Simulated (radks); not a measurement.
Results of a calculation; reference values are marked as such.
Task: All-electron atom: the fluorine ion F2+ in [He] 2s2 2p3. Level of theory: non-relativistic Kohn-Sham, r2SCAN, spin-polarised, spherical densities, point nucleus; open shells are filled with parallel spins first; meta-GGA in the generalised Kohn-Sham scheme (a radial shooting solver on a logarithmic mesh with Libxc functionals). Some entries of the table are withheld. Estimate them.

orbital  occ.  eigenvalue (eV)  <1/r> (bohr^-1)  <r^2> (bohr^2)
1s up       1        -716.3891              (1)             (2)
1s down     1        -712.6457              (3)             (4)
2s up       1         -72.7947            1.609          0.9755
2s down     1         -63.3558            1.529           1.065
2p up       3         -52.8149            1.494             (5)
2p down     0         -42.8530            1.409             (6)

Result: 
(1) 1s up <1/r> (bohr^-1): 8.605
(2) 1s up <r^2> (bohr^2): 0.04217
(3) 1s down <1/r> (bohr^-1): 8.642
(4) 1s down <r^2> (bohr^2): 0.04154
(5) 2p up <r^2> (bohr^2): 0.9590
(6) 2p down <r^2> (bohr^2): 1.116
